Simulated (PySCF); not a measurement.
B(F)(Br)(vinyl) (C₂H₃BBrF), SMILES C=CB(F)Br.

Geometry: PBE0-D3(BJ)/def2-SVP. This is a generated structure with no PubChem entry under its InChIKey; it may be hypothetical. The values are those of a single conformer.

Computed with PBE0/def2-TZVP in PySCF.

The molecule is in vacuum.

Computed frontier levels, gap, dipole moment and polarisability:
highest occupied level: -8.40 eV
lowest empty level: -1.96 eV
orbital gap: 6.44 eV
dipole moment: 2.13 D
quadrupole, principal values (traceless, Buckingham form, about the centre of nuclear charge): -2.69, -2.34, 5.03 D·Å
mean static polarisability: 56.3 bohr³ (8.34 Å³)
polarisability, principal values: 38.5, 61.0, 69.4 bohr³
